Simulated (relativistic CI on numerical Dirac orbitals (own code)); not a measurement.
## Ni²⁺ in a cubic cluster: L2,3 absorption with charge transfer

Computed with a charge-transfer multiplet model of a cubic metal-ligand cluster with up to 2 ligand holes, Slater and spin-orbit integrals from Dirac-Coulomb-Breit ions, Slater integrals scaled by 0.9. The ground state mixes d8 with configurations of k ligand holes L, whose averages lie at kΔ + k(k − 1)U_dd/2; a core hole lowers each added d electron by U_cd. 20 K, Lorentzian 0.4 eV and Gaussian 0.3 eV FWHM.

Atomic integrals in eV (Slater integrals scaled, ζ unscaled), ground: F2dd 10.953, F4dd 6.797, zeta_d 0.080; with the core hole: F2dd 10.953, F4dd 6.797, zeta_d 0.103, zeta_core 11.413, F2cd 6.973, G1cd 5.258, G3cd 2.990.

Cluster parameters (eV): U_dd = 7.1, U_cd = 8.8, 10Dq = 0.95, 10Dq(ligand) = 1, V(eg) = 1.25, V(t2g) = -0.57, final-state hopping factor = 1.

```
    Case   n_d    d8   d9L  d10L2     S
Δ = 2 eV  8.18  0.83  0.17   0.00  1.00
Δ = 3 eV  8.12  0.88  0.12   0.00  1.00
Δ = 4 eV  8.09  0.91  0.09   0.00  1.00
Δ = 5 eV  8.07  0.93  0.07   0.00  1.00
Δ = 7 eV  8.04  0.96  0.04   0.00  1.00
```

Weights, n_d and S are thermal averages at 20 K. Photon energies count from the first peak over 30 % of the highest in each spectrum, which can be another peak from case to case. The parameters are a model scan and need not match a compound or its usual spin state. Peaks in eV (height, largest 100):
- Δ = 2 eV: 0.0 (100), 1.0 (16), 2.8 (12), 3.9 (12), 17.2 (24), 17.9 (20), 20.4 (8)
- Δ = 3 eV: 0.0 (100), 1.5 (18), 3.3 (9), 4.1 (10), 17.2 (24), 18.2 (22)
- Δ = 4 eV: 0.0 (100), 1.9 (24), 4.4 (6), 17.2 (24), 18.4 (26)
- Δ = 5 eV: 0.0 (100), 2.1 (25), 3.0 (6), 17.2 (24), 18.5 (29)
- Δ = 7 eV: 0.0 (100), 2.2 (25), 3.1 (8), 17.2 (24), 18.6 (32)

Curve for Δ = 3 eV (points under 2 left out, the grid thinned):

```json
{"E (eV)": "-1.7", "Intensity": "2.2"}
{"E (eV)": "-1.5", "Intensity": "2.9"}
{"E (eV)": "-1.2", "Intensity": "4.5"}
{"E (eV)": "-1.0", "Intensity": "6.5"}
{"E (eV)": "-0.7", "Intensity": "14.1"}
{"E (eV)": "-0.5", "Intensity": "28.7"}
{"E (eV)": "-0.3", "Intensity": "61.5"}
{"E (eV)": "0.0", "Intensity": "100.0"}
{"E (eV)": "0.2", "Intensity": "73.2"}
{"E (eV)": "0.4", "Intensity": "37.2"}
{"E (eV)": "0.7", "Intensity": "14.7"}
{"E (eV)": "0.9", "Intensity": "12.1"}
{"E (eV)": "1.2", "Intensity": "13.7"}
{"E (eV)": "1.4", "Intensity": "16.8"}
{"E (eV)": "1.6", "Intensity": "18.4"}
{"E (eV)": "1.9", "Intensity": "9.5"}
{"E (eV)": "2.1", "Intensity": "5.7"}
{"E (eV)": "2.4", "Intensity": "3.9"}
{"E (eV)": "2.6", "Intensity": "3.8"}
{"E (eV)": "2.8", "Intensity": "3.9"}
{"E (eV)": "3.1", "Intensity": "6.6"}
{"E (eV)": "3.3", "Intensity": "8.7"}
{"E (eV)": "3.5", "Intensity": "7.5"}
{"E (eV)": "3.8", "Intensity": "7.6"}
{"E (eV)": "4.0", "Intensity": "9.9"}
{"E (eV)": "4.3", "Intensity": "7.0"}
{"E (eV)": "4.5", "Intensity": "3.7"}
{"E (eV)": "4.7", "Intensity": "2.0"}
{"E (eV)": "16.6", "Intensity": "3.9"}
{"E (eV)": "16.8", "Intensity": "8.1"}
{"E (eV)": "17.1", "Intensity": "22.1"}
{"E (eV)": "17.3", "Intensity": "21.8"}
{"E (eV)": "17.5", "Intensity": "12.8"}
{"E (eV)": "17.8", "Intensity": "9.6"}
{"E (eV)": "18.0", "Intensity": "16.1"}
{"E (eV)": "18.3", "Intensity": "20.6"}
{"E (eV)": "18.5", "Intensity": "12.4"}
{"E (eV)": "18.7", "Intensity": "7.8"}
{"E (eV)": "19.0", "Intensity": "3.9"}
{"E (eV)": "19.2", "Intensity": "2.4"}
{"E (eV)": "20.2", "Intensity": "2.3"}
{"E (eV)": "20.5", "Intensity": "4.2"}
{"E (eV)": "20.7", "Intensity": "5.0"}
{"E (eV)": "21.0", "Intensity": "3.4"}
{"E (eV)": "21.2", "Intensity": "2.2"}
```

For the case Δ = 5 eV, Δ = 5 eV is smaller than U_dd = 7.1 eV, the charge-transfer side of the Zaanen-Sawatzky-Allen scheme. With the core hole the configuration with one ligand hole lies at Δ + U_dd − U_cd = 0.3, 1.3, 2.3, 3.3, 5.3 eV from the one without, in the order of the table; where this is negative the screened configuration lies lower, though the effective hopping of about 1.7 eV (from the holes of the mixed ground state) mixes the two strongly wherever it is as large as the gap.
